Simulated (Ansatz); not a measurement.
`[NH2][Ga]([SH])[Cl]` and `[OH][Ga]([SH])[Cl]` differ in one atom or group.

Ansatz, PBE0-D4/def2-TZVP geometries, multiplicity 1. Each molecule was computed in one conformer, which needn't be the lowest.

Scalar relativity is left out up to krypton.

```csv
property,`[NH2][Ga]([SH])[Cl]`
HOMO energy (B3LYP/def2-TZVPP) / eV,-7.34
size of the dipole moment (ωB97M-V/def2-TZVPP) / D,1.66
LUMO energy (ωB97M-V/def2-TZVPP) / eV,1.13
size of the dipole moment (PBE/def2-TZVPP) / D,1.70
HOMO–LUMO gap (PBE0/def2-TZVPP) / eV,6.91
LUMO energy (PBE0/def2-TZVPP) / eV,-0.69
```

**Question.** Give the same properties after the change, and the shifts. (An estimate is asked.)

**Answer.** Ansatz gave: 
```csv
property,`[OH][Ga]([SH])[Cl]`,shift
HOMO energy (B3LYP/def2-TZVPP) / eV,-7.86,-0.52
size of the dipole moment (ωB97M-V/def2-TZVPP) / D,0.56,-1.10
LUMO energy (ωB97M-V/def2-TZVPP) / eV,0.70,-0.43
size of the dipole moment (PBE/def2-TZVPP) / D,0.45,-1.25
HOMO–LUMO gap (PBE0/def2-TZVPP) / eV,6.94,0.03
LUMO energy (PBE0/def2-TZVPP) / eV,-1.18,-0.49
```

Dipoles are sizes alone; their direction can turn.

B3LYP here is the variant with VWN-RPA as its local correlation; programs differ in this.
